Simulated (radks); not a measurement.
Excited configurations of Pd2+: one electron is placed in a higher orbital outside [Kr] 4d7. The ground configuration is [Kr] 4d8. All-electron calculation, Dirac Kohn-Sham, PBE, spin-unpolarised, spherical densities, point nucleus; open shells fill j = l - 1/2 first. Program: a radial shooting solver on a logarithmic mesh with Libxc functionals. Excitation = E - E(ground); binding = E(ion) - E, where the ion is the core of charge +3; n* = 3/sqrt(2 binding) in atomic units, and the quantum defect is n - n*.

| outer orbital | excitation (eV) | binding (eV) | n* | eigenvalue (eV) |
|---|---|---|---|---|
| 4f5/2 | 25.974 | 8.114 | 3.885 | -6.321 |
| 5s1/2 | 7.891 | 26.197 | 2.162 | -21.921 |
| 5d3/2 | 22.327 | 11.761 | 3.227 | -9.530 |
| 5f5/2 | 28.562 | 5.526 | 4.707 | -4.516 |
| 6s1/2 | 22.029 | 12.059 | 3.187 | -10.323 |
| 6d3/2 | 27.061 | 7.027 | 4.174 | -5.910 |
| 6f5/2 | 30.180 | 3.908 | 5.598 | -3.294 |
| 7s1/2 | 26.993 | 7.095 | 4.154 | -6.109 |
| 7p1/2 | 27.932 | 6.156 | 4.460 | -5.300 |
| 7d3/2 | 29.435 | 4.653 | 5.130 | -3.990 |
| 7f5/2 | 31.203 | 2.885 | 6.515 | -2.475 |

The Delta-SCF ionisation energy is 34.088 eV (NIST Atomic Spectra Database: 32.930 eV, semi-empirical). Self-interaction in the functional shifts the binding energies and quantum defects, so they are the method's values and not measured ones. Spin polarisation and multiplet splitting are left out, so open shells lie too high by an amount that depends on their filling.

Beside tabulated values, note that spin-unpolarised runs miss the spin-polarisation part of the exchange energy of open shells.
